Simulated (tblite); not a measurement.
Compound: C5H5F3O2.
Numbering: `[F:1][C:2]([F:3])([F:4])[O:5][C:6]1=[CH:7][O:8][CH2:9][CH2:10]1` (hydrogens: H11 on C7; H12, H13 on C9; H14, H15 on C10)

Computed with GFN2-xTB (tblite), gas phase: nudged elastic band of 9 images (0 to 8), spring 0.2 eV/Å², climbing image at the end, force threshold 0.05 eV/Å. No saddle search or frequency run followed, so the top image need not be a first-order saddle, and its height can exceed the method's true barrier by a kcal/mol or more.

Path: rotation about C2–O5 (CF3 carbon, ether oxygen), followed by the dihedral F1–C2–O5–C6, from 180° to -60°. Start geometry (image 0):
```
atom  x, y, z in Å
F1      3.244    1.372   -0.839
C2      2.366    0.532   -0.307
F3      2.624    0.480    1.013
F4      2.663   -0.694   -0.773
O5      1.147    0.935   -0.598
C6      0.086    0.166   -0.109
C7      0.083   -0.937    0.630
O8     -1.164   -1.393    0.906
C9     -2.113   -0.508    0.295
C10    -1.320    0.594   -0.429
H11     0.886   -1.522    1.037
H12    -2.727   -1.100   -0.389
H13    -2.753   -0.111    1.087
H14    -1.530    1.591   -0.040
H15    -1.496    0.603   -1.506
```

The first guess turns that dihedral rigidly in even steps and adds one set of random displacements (0.04 Å standard deviation a coordinate) to every inner image. Energies of the images above image 0 (eV) in the early part of the optimisation:

```csv
iteration,1,2,3,4,5,6,7,8
0,0.892,1.006,1.176,1.286,1.218,1.054,0.921,0.000
10,0.067,0.158,0.261,0.310,0.272,0.174,0.079,0.000
20,0.039,0.116,0.193,0.226,0.199,0.124,0.045,0.000
30,0.031,0.089,0.143,0.165,0.142,0.089,0.032,0.000
40,0.026,0.079,0.130,0.151,0.129,0.078,0.026,0.000
```

Task: Where does the band end, and how far was the first guess from it?

Result: Final energies, images 1 to 8: 0.022, 0.069, 0.118, 0.141, 0.118, 0.068, 0.022, 0.000 eV. The highest point drops from 1.29 eV (image 4) to 0.141 eV (image 4), by 1.15 eV. Image 4 moved by 0.12 Å rms, its dihedral from -123° to -121°. The end images are fixed. The true force on the top image ends at 0.039 eV/Å, and the largest on any image at 0.08 eV/Å; away from the top, the method drives only the force across the path to zero. The last saved iteration is 50.

The cost below is that of the whole band run. The run took 8.7 s of wall time on one thread, Intel Xeon at 2.50 GHz (x86_64), on a shared host, and the process peaked at 0.18 GiB of memory.
